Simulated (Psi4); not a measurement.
Relaxed torsion scan: SMILES F[SiH2][Si](Cl)(Cl)Cl. Scanned: dihedral F1–Si2–Si3–Cl4; all other coordinates were relaxed at GFN2-xTB. GFN2-xTB can order the conformers of Si and Ge chains otherwise than DFT does. Heavy atoms are numbered in the order of the SMILES F[SiH2][Si](Cl)(Cl)Cl, hydrogens after them in the order of the atoms that carry them; the mirror image has the same energies with the sign of each dihedral reversed.

Methods: PBE/def2-TZVP // GFN2-xTB (Psi4); PBE-D3(BJ)/def2-TZVP // GFN2-xTB (Psi4); PBE0/def2-TZVP // GFN2-xTB (Psi4); MP2/cc-pVTZ = DF-MP2 (frozen core)/cc-pVTZ // GFN2-xTB run with Psi4.

Energies relative to the lowest point of each profile, in kJ/mol; the last columns give the difference from MP2:

| φ / ° | PBE/def2-TZVP | PBE-D3(BJ)/def2-TZVP | PBE0/def2-TZVP | MP2/cc-pVTZ | PBE/def2-TZVP − MP2/cc-pVTZ | PBE-D3(BJ)/def2-TZVP − MP2/cc-pVTZ | PBE0/def2-TZVP − MP2/cc-pVTZ |
|---|---|---|---|---|---|---|---|
| 0 | 4.31 | 4.26 | 4.22 | 4.47 | -0.17 | -0.21 | -0.26 |
| 10 | 4.02 | 3.97 | 3.94 | 4.17 | -0.15 | -0.20 | -0.24 |
| 20 | 3.24 | 3.21 | 3.17 | 3.36 | -0.11 | -0.15 | -0.19 |
| 30 | 2.18 | 2.16 | 2.13 | 2.26 | -0.08 | -0.10 | -0.13 |
| 40 | 1.14 | 1.12 | 1.10 | 1.18 | -0.04 | -0.06 | -0.08 |
| 50 | 0.35 | 0.34 | 0.32 | 0.35 | 0.00 | -0.01 | -0.03 |
| 60 | 0.00 | 0.00 | 0.00 | 0.00 | 0.00 | 0.00 | 0.00 |
| 70 | 0.22 | 0.22 | 0.20 | 0.23 | -0.01 | -0.01 | -0.03 |
| 80 | 0.92 | 0.91 | 0.90 | 0.96 | -0.04 | -0.05 | -0.06 |
| 90 | 1.97 | 1.95 | 1.93 | 2.05 | -0.08 | -0.10 | -0.12 |
| 100 | 3.09 | 3.05 | 3.02 | 3.20 | -0.11 | -0.15 | -0.18 |
| 110 | 3.94 | 3.90 | 3.86 | 4.09 | -0.15 | -0.20 | -0.23 |

PBE/def2-TZVP is furthest from MP2/cc-pVTZ at 0 (-0.17 kJ/mol, below); its mean absolute difference over the points is 0.08 kJ/mol.

PBE-D3(BJ)/def2-TZVP is furthest from MP2/cc-pVTZ at 0 (-0.21 kJ/mol, below); its mean absolute difference over the points is 0.10 kJ/mol.

PBE0/def2-TZVP is furthest from MP2/cc-pVTZ at 0 (-0.26 kJ/mol, below); its mean absolute difference over the points is 0.13 kJ/mol.
